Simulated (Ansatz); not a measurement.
`FB(F)[SeH]` + H₂ → `FB[SeH]` + H–F  (hydrogenolysis of a B–F bond)

Computed with Ansatz on PBE0-D4/def2-TZVP structures; ΔE is electronic, products minus reactants. CCSD(T)/CBS is the MP2 limit (def2-TZVPP, def2-QZVPP) plus CCSD(T) − MP2 in def2-TZVPP, frozen cores. This one scheme is used for every species. Functionals use def2-TZVPP. B3LYP here is the variant with VWN-RPA as its local correlation; programs differ in this. HSE06 is defined as in plane-wave codes. For Se outer-core shells are correlated without core-valence functions, which leaves a few kJ/mol of doubt a bond. Scalar relativity is left out up to krypton. One conformer a species, not always the lowest.

```tsv
level	ΔE (kJ/mol)	difference from CCSD(T)/CBS
revPBE-D4	120.1	4.6
r2SCAN-D4	129.9	14.4
B3LYP-D4	123.7	8.2
HSE06-D4	118.0	2.5
ωB97M-V	124.6	9.1
revPBE	115.2	-0.3
BLYP	121.6	6.1
CAM-B3LYP	124.8	9.3
MP2/def2-SVP	139.5	24.0
HF/def2-TZVPP	120.5	5.0
MP2/def2-TZVPP	120.7	5.2
CCSD/def2-TZVPP	117.7	2.2
HF/def2-QZVPP	120.6	5.1
HF/CBS(def2)	120.6	5.1
MP2/CBS(def2)	117.1	1.6
CCSD/CBS(def2)	114.1	-1.4
CCSD(T)/CBS	115.5	0
```

Largest T1 diagnostic among the species: 0.012.

From r2SCAN to r2SCAN0 (25 % exact exchange), in def2-TZVPP and without D4, ΔE moves by −3.8 kJ/mol. Leaving LDA and LC-ωPBE aside and taking each functional with its dispersion term where it has one, the values, not all of them listed here, spread over 13.5 kJ/mol, from HSE06-D4 to B97M-V. LDA lies +7.8 kJ/mol from PBE without D4. At CCSD(T), def2-SVP lies +19.6 kJ/mol from the extrapolated value and def2-TZVPP +3.6 kJ/mol.
